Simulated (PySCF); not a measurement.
Compound: phosphorus tribromide, PBr3.
Z-matrix (Å and degrees, PBE0-D3(BJ)/def2-SVP geometry), rows numbered from 1:
```
Br
P   1  2.2334
Br  2  2.2366  1  101.31
Br  2  2.2348  1  101.29  3   104.30
```

All values: CAM-B3LYP/def2-SVPD (PySCF, non-relativistic), on one gas-phase PBE0-D3(BJ)/def2-SVP geometry that isn't relaxed in the solvent. The solvent is an IEF-PCM continuum (van der Waals radii × 1.2), and excitations are vertical TDDFT with non-equilibrium linear response and a frozen core. The model holds no explicit solvent molecules, cavitation or dispersion. Spin–orbit coupling is left out although an atom past zinc is present.

```csv
run,E − E(gas) (kcal/mol),HOMO (eV),HOMO–LUMO gap (eV),dipole (D),lowest singlet (eV),static polarisability (au)
gas,0.00,-9.21,7.81,0.44,4.40,93.9
P,-0.71,-9.13,7.81,0.56,4.37,108.9
Q,-1.34,-9.08,7.82,0.71,4.38,123.5
```

Question: The runs were made in chloroform and cyclohexane. Which run belongs to which solvent?

Answer: P = cyclohexane, Q = chloroform. The dielectric constants are 2.017 (cyclohexane), 4.711 (chloroform), and the energy falls further as ε rises. The optical constants n² used for the excitations are 2.04, 2.09 in the same order. In this model the ground state sees the solvent through ε alone.

Question: How constant is the ratio of the lowering to (ε − 1)/(2ε + 1)?

Answer: 
| solvent | (ε − 1)/(2ε + 1) | E − E(gas) (kcal/mol) | ratio (kcal/mol) | polarisation term (kcal/mol) |
| --- | --- | --- | --- | --- |
| cyclohexane | 0.202 | -0.71 | -3.5 | -0.73 |
| chloroform | 0.356 | -1.34 | -3.7 | -1.42 |

The ratio changes by +6.9 % in size from cyclohexane to chloroform. The polarisation term is half the interaction of the solute with the induced surface charges.
